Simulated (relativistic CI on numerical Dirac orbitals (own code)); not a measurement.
## Au XXXVIII: computed level list

These numbers are calculated, not measured: Dirac-Coulomb-Breit CI, orbitals from a KLI potential per configuration, model QED (radiative potential, 1s self-energy scaled to tabulated hydrogen-like ionisation energies), unscaled Slater integrals (own radial code, finite nucleus).

CI space (outside the closed core [Ar] 3d10): 4s²4p⁶4d⁶, 4s²4p⁶4d⁵4f, 4s²4p⁵4d⁷, 4s²4p⁴4d⁸, 4s4p⁶4d⁷, 4p⁶4d⁸, 4s4p⁶4d⁶4f, 4s4p⁵4d⁸, 4s²4p⁶4d⁵5s, 4s²4p⁶4d⁵5d, 4s²4p⁴4d⁷5s, 4s²4p⁶4d⁴5s², 4s²4p⁶4d⁵6s, 4s4p⁶4d⁶5s, 4p⁶4d⁷5s, 4p⁶4d⁷5p. Levels of other configurations are missing.

The lowest level is 4s²4p⁶4d⁶ ³F4, with 40 % of that term; Hund's rules for 4s²4p⁶4d⁶ give ⁵D with J = 4, of which the calculation keeps J, while another term leads.

```csv
No.,Configuration,Term,J,E (cm⁻¹),%,Landé g,jj configuration (%)
1,4s²4p⁶4d⁶,³F,4,0,40,1.261,4d5/2^2 (96)
2,4s²4p⁶4d⁶,³P,2,23477,41,1.285,4d5/2^2 (96)
3,4s²4p⁶4d⁶,³P,0,79887,51,,4d5/2^2 (89)
4,4s²4p⁶4d⁶,⁵D,3,173281,65,1.361,4d3/2^3 4d5/2^3 (96)
5,4s²4p⁶4d⁶,⁵D,4,182987,44,1.176,4d3/2^3 4d5/2^3 (96)
6,4s²4p⁶4d⁶,⁵D,1,187965,50,1.309,4d3/2^3 4d5/2^3 (97)
7,4s²4p⁶4d⁶,³G,5,214587,61,1.130,4d3/2^3 4d5/2^3 (100)
8,4s²4p⁶4d⁶,³H,6,218066,68,1.109,4d3/2^3 4d5/2^3 (99)
9,4s²4p⁶4d⁶,³F,2,231538,48,0.977,4d3/2^3 4d5/2^3 (96)
10,4s²4p⁶4d⁶,³D,3,238287,31,1.064,4d3/2^3 4d5/2^3 (98)
11,4s²4p⁶4d⁶,³P,0,269460,71,,4d3/2^3 4d5/2^3 (86)
12,4s²4p⁶4d⁶,³P,1,282193,61,1.170,4d3/2^3 4d5/2^3 (96)
13,4s²4p⁶4d⁶,³D,2,282953,35,1.118,4d3/2^3 4d5/2^3 (89)
14,4s²4p⁶4d⁶,¹G,4,285760,42,1.049,4d3/2^3 4d5/2^3 (95)
15,4s²4p⁶4d⁶,³F,3,293645,55,1.062,4d3/2^3 4d5/2^3 (99)
16,4s²4p⁶4d⁶,⁵D,2,368566,61,1.444,4d3/2^2 4d5/2^4 (96)
17,4s²4p⁶4d⁶,⁵D,0,378959,62,,4d3/2^2 4d5/2^4 (96)
18,4s²4p⁶4d⁶,³H,4,395743,42,1.097,4d3/2^2 4d5/2^4 (98)
19,4s²4p⁶4d⁶,⁵D,3,405373,28,1.205,4d3/2^2 4d5/2^4 (93)
20,4s²4p⁶4d⁶,³H,5,413449,61,1.094,4d3/2^2 4d5/2^4 (100)
21,4s²4p⁶4d⁶,¹I,6,430141,68,1.049,4d3/2^2 4d5/2^4 (99)
22,4s²4p⁶4d⁶,³G,3,431863,42,0.965,4d3/2^2 4d5/2^4 (98)
23,4s²4p⁶4d⁶,³D,1,439226,49,1.008,4d3/2^2 4d5/2^4 (94)
24,4s²4p⁶4d⁶,³F,2,451854,35,1.054,4d3/2^2 4d5/2^4 (95)
25,4s²4p⁶4d⁶,¹G,4,452235,51,1.053,4d3/2^2 4d5/2^4 (96)
26,4s²4p⁶4d⁶,³F,2,489510,69,0.867,4d3/2^2 4d5/2^4 (97)
27,4s²4p⁶4d⁶,³F,4,507959,61,1.153,4d3/2^2 4d5/2^4 (97)
28,4s²4p⁶4d⁶,¹D,2,568368,81,1.024,4d3/2^2 4d5/2^4 (96)
29,4s²4p⁶4d⁶,³P,1,586608,62,1.496,4d3/2 4d5/2^5 (98)
30,4s²4p⁶4d⁶,¹S,0,623555,79,,4d3/2^2 4d5/2^4 (91)
31,4s²4p⁶4d⁶,¹G,4,638105,40,1.027,4d3/2 4d5/2^5 (96)
32,4s²4p⁶4d⁶,³P,2,654488,34,1.196,4d3/2 4d5/2^5 (96)
33,4s²4p⁶4d⁶,³F,3,662896,38,1.064,4d3/2 4d5/2^5 (97)
34,4s²4p⁶4d⁶,³P,0,830097,59,,4d5/2^6 (95)
35,4s²4p⁵4d⁷,⁵G°,6,1614111,68,1.273,4p3/2^3 4d5/2^3 (92)
36,4s²4p⁵4d⁷,³G°,5,1637047,41,1.242,4p3/2^3 4d5/2^3 (89)
37,4s²4p⁵4d⁷,³D°,3,1640568,50,1.243,4p3/2^3 4d5/2^3 (89)
38,4s²4p⁵4d⁷,³P°,0,1644859,56,,4p3/2^3 4d5/2^3 (95)
39,4s²4p⁵4d⁷,³P°,2,1674315,29,1.286,4p3/2^3 4d5/2^3 (76)
40,4s²4p⁵4d⁷,³F°,4,1677586,25,1.254,4p3/2^3 4d5/2^3 (57)
41,4s²4p⁵4d⁷,³D°,3,1703209,14,1.233,4d5/2 4f5/2 (53)
42,4s²4p⁵4d⁷,³F°,4,1706550,40,1.217,4p3/2^3 4d5/2^3 (69)
43,4s²4p⁵4d⁷,³P°,2,1712368,32,1.251,4p3/2^3 4d5/2^3 (84)
44,4s²4p⁵4d⁷,³P°,1,1715282,16,1.258,4d5/2 4f5/2 (43)
45,4s²4p⁶4d⁵4f,³F°,2,1740068,22,1.040,4d5/2 4f5/2 (80)
46,4s²4p⁶4d⁵4f,³H°,4,1743850,15,1.102,4d5/2 4f5/2 (50)
47,4s²4p⁶4d⁵4f,⁵G°,5,1750662,17,1.153,4d5/2 4f5/2 (73)
48,4s²4p⁵4d⁷,³D°,3,1758682,33,1.273,4p3/2^3 4d5/2^3 (71)
49,4s²4p⁶4d⁵4f,⁵D°,0,1761669,41,,4d5/2 4f5/2 (78)
50,4s²4p⁵4d⁷,³D°,3,1767958,21,1.222,4p3/2^3 4d5/2^3 (41)
51,4s²4p⁵4d⁷,³D°,1,1791783,18,1.169,4p3/2^3 4d5/2^3 (54)
52,4s²4p⁶4d⁵4f,⁵D°,1,1801764,19,1.187,4p3/2^3 4d5/2^3 (35)
53,4s²4p⁶4d⁵4f,⁵F°,4,1802361,17,1.230,4d5/2 4f7/2 (63)
54,4s²4p⁶4d⁵4f,⁵G°,6,1802614,32,1.260,4d5/2 4f7/2 (83)
55,4s²4p⁵4d⁷,⁵G°,5,1808909,61,1.246,4p3/2^3 4d3/2^3 4d5/2^4 (92)
56,4s²4p⁵4d⁷,³D°,2,1827913,26,1.176,4p3/2^3 4d3/2^3 4d5/2^4 (53)
57,4s²4p⁵4d⁷,³H°,6,1833085,51,1.167,4p3/2^3 4d3/2^3 4d5/2^4 (89)
58,4s²4p⁵4d⁷,⁵F°,4,1834373,32,1.217,4p3/2^3 4d3/2^3 4d5/2^4 (81)
59,4s²4p⁵4d⁷,³D°,2,1842336,14,1.242,4d5/2 4f7/2 (33)
60,4s²4p⁵4d⁷,³D°,3,1842969,20,1.211,4p3/2^3 4d3/2^3 4d5/2^4 (61)
61,4s²4p⁶4d⁵4f,³I°,5,1846291,17,1.092,4d5/2 4f7/2 (43)
62,4s²4p⁶4d⁵4f,³G°,3,1846784,17,1.182,4d3/2^3 4d5/2^2 4f5/2 (34)
63,4s²4p⁵4d⁷,⁵D°,4,1847526,37,1.252,4p3/2^3 4d3/2^3 4d5/2^4 (72)
64,4s²4p⁵4d⁷,³F°,3,1847821,14,1.171,4p3/2^3 4d3/2^3 4d5/2^4 (65)
65,4s²4p⁵4d⁷,³P°,1,1850011,42,1.511,4p3/2^3 4d3/2^3 4d5/2^4 (82)
66,4s²4p⁵4d⁷,⁵D°,0,1859653,29,,4p3/2^3 4d3/2^3 4d5/2^4 (44)
67,4s²4p⁵4d⁷,⁵P°,2,1861089,15,1.339,4p3/2^3 4d3/2^3 4d5/2^4 (68)
68,4s²4p⁵4d⁷,³H°,5,1867073,31,1.116,4p3/2^3 4d3/2^3 4d5/2^4 (67)
69,4s²4p⁵4d⁷,³F°,4,1867343,21,1.144,4p3/2^3 4d3/2^3 4d5/2^4 (79)
70,4s²4p⁵4d⁷,³F°,3,1883177,13,1.140,4d3/2^3 4d5/2^2 4f5/2 (38)
```

Energies count from the lowest computed level; ° marks odd parity. Filled j subshells are mostly left out of the jj labels.

The mean weight of the leading LS term, summed over parents, in these 70 levels is 40 %, and that of the leading jj configuration (from the same eigenvectors) 80 %, so jj coupling describes them better and the LS labels are nominal.

At this charge energies of transitions that change n are usually good to better than 1 %, and those within a shell (Δn = 0) to a few per cent. Terms inside the open d or f shell come out 10 to 20 % too wide with unscaled integrals.

LS names give the leading component of a level, which can be under half, so a name can repeat, a term be missing and a line seem to break the LS rules.
